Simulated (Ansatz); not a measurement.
`OC([SiH3])[AsH2]` + `C=CCS` → `C=CCS[SiH3]` + `OC[AsH2]`  (ligand exchange at the Si–C bond)

Gas-phase electronic energies from Ansatz, PBE0-D4/def2-TZVP geometries. CCSD(T)/CBS is the MP2 limit (def2-TZVPP, def2-QZVPP) plus CCSD(T) − MP2 in def2-TZVPP, frozen cores. Functionals use def2-TZVPP. B3LYP here is the variant with VWN-RPA as its local correlation; programs differ in this. For As outer-core shells are correlated without core-valence functions, which leaves a few kJ/mol of doubt a bond. Scalar relativity is left out up to krypton. One conformer a species, not always the lowest.

`OC([SiH3])[AsH2]`:

Z-matrix (Å, degrees):
```
C
Si 1 1.885
As 1 2.001 2 112.5
O 1 1.415 2 108.3 3 122.2
H 1 1.100 2 109.1 3 -116.0
H 2 1.485 1 109.4 3 -60.0
H 2 1.486 1 108.1 3 59.4
H 2 1.488 1 111.1 3 179.1
H 3 1.524 1 97.1 2 29.2
H 3 1.523 1 95.6 2 -64.2
H 4 0.962 1 109.2 2 178.7
```

`C=CCS`:

Cartesian coordinates in Å:
```
C 0.319 1.634 -0.210
C 0.250 0.444 0.369
C 0.098 -0.840 -0.366
S -1.470 -1.697 -0.006
H 0.264 1.742 -1.289
H 0.429 2.541 0.371
H 0.301 0.370 1.453
H 0.082 -0.670 -1.444
H 0.920 -1.526 -0.152
H -1.194 -1.997 1.273
```

`C=CCS[SiH3]`:

Z-matrix (Å, degrees):
```
C
C 1 1.485
S 1 1.834 2 112.5
H 1 1.093 2 111.3 3 -116.2
H 1 1.091 2 111.4 3 122.8
C 2 1.326 1 123.9 3 -117.3
H 2 1.087 1 116.0 3 60.8
Si 3 2.131 1 100.3 2 58.2
H 6 1.086 2 121.4 1 -1.1
H 6 1.083 2 121.4 1 179.0
H 8 1.487 3 110.1 1 47.5
H 8 1.484 3 113.6 1 -74.8
H 8 1.484 3 104.7 1 166.0
```

`OC[AsH2]`:

Z-matrix (Å, degrees):
```
C
As 1 2.000
O 1 1.404 2 111.5
H 1 1.091 2 107.0 3 -116.6
H 1 1.094 2 110.4 3 125.7
H 2 1.528 1 93.9 3 -74.3
H 2 1.526 1 94.7 3 -166.1
H 3 0.961 1 108.7 2 70.1
```

(1) Is it downhill or uphill in electronic energy at CCSD(T)/CBS, and by how much? (Best estimate.)

(2) What do these levels give: PBE-D4, r2SCAN-D4, PBE0-D4, B3LYP-D4, B2PLYP, PBE0, CCSD/def2-TZVPP, HF/def2-QZVPP, SCS-MP2/def2-QZVPP, HF/CBS(def2), MP2/CBS(def2), CCSD/CBS(def2)? (An estimate is asked.)

Largest T1 diagnostic among the species: 0.012.

## Answers

(1) The calculation gave: Downhill: ΔE = -0.70 eV.

(2) Ansatz gave: PBE-D4 -0.73, r2SCAN-D4 -0.75, PBE0-D4 -0.74, B3LYP-D4 -0.72, B2PLYP -0.71, PBE0 -0.73, CCSD/def2-TZVPP -0.68, HF/def2-QZVPP -0.72, SCS-MP2/def2-QZVPP -0.72, HF/CBS(def2) -0.72, MP2/CBS(def2) -0.74, CCSD/CBS(def2) -0.70 eV.
